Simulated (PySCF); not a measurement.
Simulated characterisation data

- coordinates at the GFN2-xTB level
- shielding tensors at PBE0/pcSseg-1 (GIAO)
- run in PySCF 2.14.0 with density-fitted response routines
- equivalent nuclei averaged, no relativistic terms, no solvent, single conformer

Chemical shifts δ = σref − σ; ¹H (31.72 ppm), ¹³C (186.93 ppm) against TMS, all at this level. Where no couplings were computed, multiplicities follow the n + 1 count of equivalent neighbours, and m marks all less simple cases (inequivalent or close neighbours, rings, F or P nearby). Shifts are as computed. Against solution values, carbons near 30 ppm lie about +3 ppm off and those near 130 ppm about +5 ppm; carbons on Cl a further +6 ppm. Of 1211 compounds with measured shifts, 218 miss one by over three times the rms of a fit or turn the order of signals round; such compounds aren't used in these exercises. Carbons bonded to Cl come out too deshielded.

**1.** SMILES [SiH3]C([SiH3])([SiH3])C1CC1, C$_{4}$H$_{14}$Si$_{3}$. ¹H NMR (400 MHz, computed): δ 3.92 (s, 9H), 0.80 (m, 1H), 0.57 (m, 2H), 0.51 (m, 2H). ¹³C{¹H} NMR (computed): δ 16.0, 5.6, -3.6.

**2.** `c12onc(Cl)c1cccc2`, C$_{7}$H$_{4}$ClNO. ¹H NMR (400 MHz, computed): δ 8.09 (d, 1H), 7.89 (m, 1H), 7.88 (m, 1H), 7.71 (m, 1H). ¹³C{¹H} NMR (computed): δ 171.8, 159.5, 134.6, 128.8, 127.9, 126.3, 115.6.
